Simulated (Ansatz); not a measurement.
Molecule: MoF₃, charge 0, multiplicity 4. The spin state was set by rule; other spins were not relaxed. 
Structure (B3LYP-D3(BJ)/def2-TZVP (Ansatz, a quantum-chemistry and plane-wave program) minimum search):
```xyz
4

Mo     0.0000     0.0000     0.0000
F      1.8038    -0.3469    -0.3084
F     -0.7840    -0.5087     1.6111
F     -1.0197     0.8556    -1.3027
```
Charge 0, spin multiplicity 4.

Computed values are from Ansatz. Correlated levels leave the core frozen unless marked. UHF or UKS for open shells. Spin-orbit coupling is left out. Frozen are the shells of the preceding noble gas and the d and f shells that filled before the atom's block. Past Kr the def2 sets carry scalar-relativistic core potentials. Basis-set limits of correlation are two-point, X^-3; Hartree-Fock from the larger set. [CCSD(T)-MP2]/basis is that difference in the basis named.

| Quantity | Value |
|---|---|
| atomisation energy De | 1510.5 kJ/mol at RI-MP2/CBS(def2-TZVPP,def2-QZVPP)+[CCSD(T)-MP2]/def2-TZVPP |
| total energy | -367.2421 Eh at RI-MP2/CBS(def2-TZVPP,def2-QZVPP)+[CCSD(T)-MP2]/def2-TZVPP |
| dipole moment | 0.00 D at CCSD(T)/def2-SVPD |
| T1 diagnostic | 0.023 at CCSD/def2-TZVPP |
